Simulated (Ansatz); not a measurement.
`C[O][Sb]([F])[SiH3]` → `[F][SbH][SiH3]` + `C=O` at 700 K and 1 bar (β-hydride elimination).

Calculated with Ansatz (gas phase, PBE0-D4/def2-TZVP geometries, no zero-point term in ΔE). CBS: MP2 limit from def2 TZ/QZ plus the TZ coupled-cluster correction, frozen cores. This one scheme is used for every species. Elements past krypton have def2 core potentials. For Sb outer-core shells are correlated without core-valence functions, which leaves a few kJ/mol of doubt a bond. Each species was taken in one conformer, which may not be the lowest.

```csv
species,CCSD(T)/CBS energy (Eh),H − E (kJ/mol),S (J/(mol·K))
`C[O][Sb]([F])[SiH3]`,-745.74684,268.3,537.5
`[F][SbH][SiH3]`,-631.30007,148.2,421.5
`C=O`,-114.39408,97.4,254.3
```

H − E and S are ideal-gas, rigid-rotor, harmonic terms from PBE0-D4/def2-TZVP, for one conformer and one mirror image of each species. 1 Eh = 2625.50 kJ/mol, R = 8.31446 J/(mol·K).

Problem. By hand: ΔE, ΔH, ΔS and ΔG.

Solution. ΔE = (-631.30007) + (-114.39408) − (-745.74684) = 0.05269 Eh = 138.3 kJ/mol. Δ(H − E) = 148.2 + 97.4 − 268.3 = -22.7, so ΔH = 115.6 kJ/mol. ΔS = 421.5 + 254.3 − 537.5 = 138.3 J/(mol·K). ΔG = 115.6 − 700 × (138.3)/1000 = 18.8 kJ/mol.

Problem. By hand: the equilibrium constant, and the temperature at which ΔG would vanish if ΔH and ΔS stayed fixed.

Solution. log₁₀ K = −ΔG/(RT ln 10) = -1.4. ΔG = 0 at ΔH/ΔS = 836 K.

The number of gas molecules changes by +1, which sets the sign of ΔS. A doubt of 5 kJ/mol in ΔE shifts log₁₀ K by 0.4 here. Other conformers and mirror images would add mixing entropy, several J/(mol·K) or more a flexible species. These are equilibria of isolated gas molecules and say nothing of rates. Largest T1 diagnostic: 0.015 (customary marks: 0.02 for closed shells, 0.045 for open ones).
